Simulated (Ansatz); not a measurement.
# Two structures, one formula

Two relaxed structures of LiAlClF, singlet (PBE0-D4/def2-TZVP; forces vanish, vibrations not checked).

A:

Li1  (-0.724, -0.184, 2.907)
Al2  (-0.340, 0.418, 0.506)
F3  (0.697, -0.018, 1.930)
Cl4  (1.057, 0.747, -1.090)
(Å)

B:

Li1  (-0.414, 0.493, 2.415)
Al2  (-0.006, -0.123, -0.073)
F3  (-0.134, -1.647, -0.739)
Cl4  (0.554, 1.277, -1.603)
(Å)

Ansatz 0.2.0; basis: def2-TZVPP; cores frozen in the correlated methods. The outer core shell of Li, Na, Mg and K is correlated. B3LYP uses VWN-RPA correlation.

Problem. Which structure is lower at CCSD(T), and by how much? (Judge from chemistry; the value comes from the calculation.)

Solution. Computed: A, by 4.70 kcal/mol (electronic energy, against the other). By their contacts, A is LiAlClF ([Cl][Al]1[Li][F]1) and B is LiAlClF ([Li][Al]([F])[Cl]).

All methods give the same order:

```
   method  E(B) − E(A) (kcal/mol)
   PBE-D4                    6.49
r2SCAN-D4                    5.29
  PBE0-D4                    5.14
 B3LYP-D4                    6.29
  wB97M-V                    6.90
       HF                    1.59
      MP2                    4.45
     CCSD                    4.28
  CCSD(T)                    4.70
```

The T1 diagnostic stays at or below 0.013. The restricted Hartree–Fock reference is unstable towards an unrestricted one at one or more of these structures.

Labels in which every atom is bracketed show which atoms are joined, not bond orders.

For scale, one of the runs: CCSD(T)/def2-TZVPP, 134 basis functions, launched by `ansatz run in.yaml --threads 2 --pin off --events-out ev --progress --plain --max-ram 4352MiB`. Time: 3.5 s of wall clock on 2 CPU threads of an AMD EPYC 9R45; the host was shared. Peak host memory: 0.68 GiB.
